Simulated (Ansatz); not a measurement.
Reactions of AuBr, SMILES `[Br][Au]`.

Gas-phase electronic energies from Ansatz, PBE0-D4/def2-TZVP geometries. CCSD(T)/CBS is the MP2 limit (def2-TZVPP, def2-QZVPP) plus CCSD(T) − MP2 in def2-TZVPP, frozen cores. This one scheme is used for every species, atoms too. Functionals use def2-TZVPP. B3LYP here is the variant with VWN-RPA as its local correlation; programs differ in this. Open shells (•) are unrestricted, without spin–orbit coupling. Spin–orbit coupling would lower the free atoms: clearly for Br. Elements past krypton have def2 core potentials. Bonds to Au, Br are less sure, by a few kJ/mol each and by 10 to 20 or more in all where they break to atoms, as the def2 sets lack core-valence functions. Scalar relativity is left out up to krypton.

```tsv
reaction	CCSD(T)/CBS(def2) (kJ/mol)
`[Br][Au]` + H₂ → `[AuH]` + HBr	23
`[Br][Au]` + HCl → `[Cl][Au]` + HBr	?
`[Br][Au]` + H₂S → `[SH][Au]` + HBr	?
`[Br][Au]` + H–F → `[F][Au]` + HBr	182
`[Br][Au]` + CH₃SH → `C[S][Au]` + HBr	15
`[Br][Au]` + CH₃OH → `C[O][Au]` + HBr	168
`[Br][Au]` → Au• + Br•	281
```

(1) Fill in the missing values. (An estimate is asked.)

Largest T1 diagnostic: 0.033, for `C[O][Au]`, so its coupled-cluster energy is less sure.

Answers

(1) The calculation gave: `[Br][Au]` + HCl → `[Cl][Au]` + HBr: +38.9 kJ/mol; `[Br][Au]` + H₂S → `[SH][Au]` + HBr: +14.0 kJ/mol.
